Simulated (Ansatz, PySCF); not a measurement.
TeF3, SMILES [Te](F)(F)F, multiplicity 2. Atoms are numbered in the order given.

```xyz
4

Te    -0.1680    -0.1680     0.0000
F     -0.1411    -0.0038     1.9718
F     -0.1411    -0.0038    -1.9718
F      0.1459     1.7218     0.0000
```
Charge 0, spin multiplicity 2.

Geometry: B3LYP-D3(BJ)/def2-SVP. The spin state was assumed, not searched. The isomer is the one that the SMILES or the coordinates give; other isomers of the formula were not compared. The def2 effective core potentials stand for the cores of Te; spin–orbit coupling is left out.

Two levels are set side by side: PBE-D3(BJ)/def2-SVP (Ansatz, a program for electronic structure) and B3LYP-D3(BJ)/def2-SVP (Ansatz). Each level has its own optimised geometry; the coordinates shown are those of the second. Frequencies come from the Hessian of PySCF at each geometry. Differences are taken from unrounded values.

```json
[
 {"quantity": "mean bond length (Å)", "B3LYP-D3(BJ)": "1.958", "PBE-D3(BJ)": "1.976", "PBE-D3(BJ) minus B3LYP-D3(BJ)": "0.018"},
 {"quantity": "bond Te1–F2 (Å)", "B3LYP-D3(BJ)": "1.979", "PBE-D3(BJ)": "1.996", "PBE-D3(BJ) minus B3LYP-D3(BJ)": "0.018"},
 {"quantity": "bond Te1–F3 (Å)", "B3LYP-D3(BJ)": "1.979", "PBE-D3(BJ)": "1.996", "PBE-D3(BJ) minus B3LYP-D3(BJ)": "0.018"},
 {"quantity": "bond Te1–F4 (Å)", "B3LYP-D3(BJ)": "1.916", "PBE-D3(BJ)": "1.935", "PBE-D3(BJ) minus B3LYP-D3(BJ)": "0.020"},
 {"quantity": "highest harmonic wavenumber (cm⁻¹)", "B3LYP-D3(BJ)": "656", "PBE-D3(BJ)": "626", "PBE-D3(BJ) minus B3LYP-D3(BJ)": "-30"},
 {"quantity": "mean harmonic wavenumber (cm⁻¹)", "B3LYP-D3(BJ)": "385", "PBE-D3(BJ)": "368", "PBE-D3(BJ) minus B3LYP-D3(BJ)": "-17"},
 {"quantity": "zero-point energy (kcal/mol)", "B3LYP-D3(BJ)": "3.30", "PBE-D3(BJ)": "3.16", "PBE-D3(BJ) minus B3LYP-D3(BJ)": "-0.14"}
]
```

GGA bonds tend to be longer and softer than those of functionals with exact exchange. Differences between two approximate levels are no errors against the true value.
